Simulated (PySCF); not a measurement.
# Correlation energy of Kr⁺ (krypton, charge +1)

[Ar] 3d10 4s2 4p5, 2P determinant. Computed with PySCF 2.14 in aug-cc-pVDZ-PP with ECP10MDF (5s4p3d, 32 functions), with a scalar-relativistic core potential. Frozen: 3s2 3p6 3d10; 7 electrons correlated.

| level | correlation energy (mhartree) |
| --- | --- |
| CCSD | -111.23 |
| (T) | -1.32 |
| CCSD(T) | -112.55 |
| CCSDT | -112.77 |

Diagnostics: T1 = 0.0056, D1 = 0.0172, largest double amplitude 0.041.

Cost of the coupled-cluster step: of the order of 0.3 core-seconds, for 7 correlated electrons.

Iterations:

```
CC2 = 0
CCSD nocc = (np.int64(4), np.int64(3)), nmo = (23, 23)
frozen orbitals [[0, 1, 2, 3, 4, 5, 6, 7, 8], [0, 1, 2, 3, 4, 5, 6, 7, 8]]
max_cycle = 100
direct = 0
conv_tol = 1e-08
conv_tol_normt = 1e-06
diis_space = 8
diis_start_cycle = 0
Init t2, MP2 energy = -0.0969901843637975
Init E_corr(UCCSD) = -0.0969901843690116
cycle = 1  E_corr(UCCSD) = -0.108428696634116  dE = -0.0114385123  norm(t1,t2) = 0.0302393
cycle = 2  E_corr(UCCSD) = -0.110435106162725  dE = -0.00200640953  norm(t1,t2) = 0.00904629
cycle = 3  E_corr(UCCSD) = -0.111250381895708  dE = -0.000815275733  norm(t1,t2) = 0.00337059
cycle = 4  E_corr(UCCSD) = -0.111233050191568  dE = 1.73317041e-05  norm(t1,t2) = 0.000372767
cycle = 5  E_corr(UCCSD) = -0.111234350692885  dE = -1.30050132e-06  norm(t1,t2) = 9.60976e-05
cycle = 6  E_corr(UCCSD) = -0.111234718465377  dE = -3.67772492e-07  norm(t1,t2) = 2.47638e-05
cycle = 7  E_corr(UCCSD) = -0.111234590739294  dE = 1.27726083e-07  norm(t1,t2) = 6.09882e-06
cycle = 8  E_corr(UCCSD) = -0.111234604990443  dE = -1.42511493e-08  norm(t1,t2) = 1.14196e-06
cycle = 9  E_corr(UCCSD) = -0.111234601336617  dE = 3.65382626e-09  norm(t1,t2) = 1.73329e-07
UCCSD converged
E(UCCSD) = -461.808250375928  E_corr = -0.1112346013366168
UCCSD(T) correction = -0.0013243946506562
```
